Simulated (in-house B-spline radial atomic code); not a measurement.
Settings and results of a run for the copper ion Cu³⁺ (an excited or competing configuration). All numbers are computed (non-relativistic CAM-B3LYP, spin-polarised, spherical fractional occupations, exact exchange averaged over the configuration; point nucleus) with a B-spline radial code for spherical atoms, not measured.

Command:
```bash
python run_scf.py task.json out
```
Settings:
```
Z                29
configuration    [Ne] 3s2 3p5 3d8 4f1
hamiltonian      nr
method           camb3lyp
spin_polarised   True
exact_exchange   averaged over the configuration
```

Output (hartree, bohr):
```
 radial grid: 49 intervals, B-splines of order 8, outer radius 28.1081 bohr

 iter        energy (Eh)    residual
    1       -1616.616552    6.30e-01
    2       -1624.453979    7.30e-01
    3       -1633.609505    1.32e-01
    4       -1634.005719    2.20e-02
    5       -1634.014566    9.42e-03
    6       -1634.015865    5.87e-03
    7       -1634.016590    1.56e-04
    8       -1634.016590    7.28e-06
    9       -1634.016590    9.73e-07
   10       -1634.016590    7.37e-08

 total energy                     -1634.01659
 kinetic                            1632.9541
 electron-nucleus                  -3853.0093
 Hartree                             650.6937
 exact exchange                      -13.7088
 exchange-correlation                -50.9462

 orbital      occ     eigenvalue          <r>       <r^2>       <1/r>     <1/r^3>       r_max
 1s up      1.000      -325.5697    0.0528975  0.00374983     28.5119           -     0.03489
 1s down    1.000      -325.5435    0.0528941  0.00374932     28.5133           -     0.03488
 2s up      1.000       -41.3202     0.238528    0.067063     6.19753           -      0.1996
 2s down    1.000       -41.2397     0.238253   0.0668868     6.20366           -      0.1996
 2p up      3.000       -36.5335     0.207743   0.0528843     6.15729     674.415      0.1594
 2p down    3.000       -36.4524     0.207556   0.0527706     6.16089     675.156      0.1594
 3s up      1.000        -6.7522     0.706285    0.573867     2.00216           -      0.6169
 3s down    1.000        -6.5288     0.710058    0.580504     1.98941           -       0.618
 3p up      3.000        -5.2309     0.726545    0.618477       1.887     90.5057      0.6157
 3p down    2.000        -5.0308     0.732074    0.628902     1.87333     89.1006      0.6173
 3d up      5.000        -2.6347     0.792649    0.780464      1.6114     10.0327      0.5737
 3d down    3.000        -2.4702     0.811911    0.825152     1.58601     9.76035      0.5773
 4f up      1.000        -0.4869      4.26676     20.3913    0.267225    0.032006       3.797
```

Cost of the run: 0.55 s on 1 thread of Intel(R) Xeon(R) Platinum 8375C CPU @ 2.90GHz, with other jobs on the host.
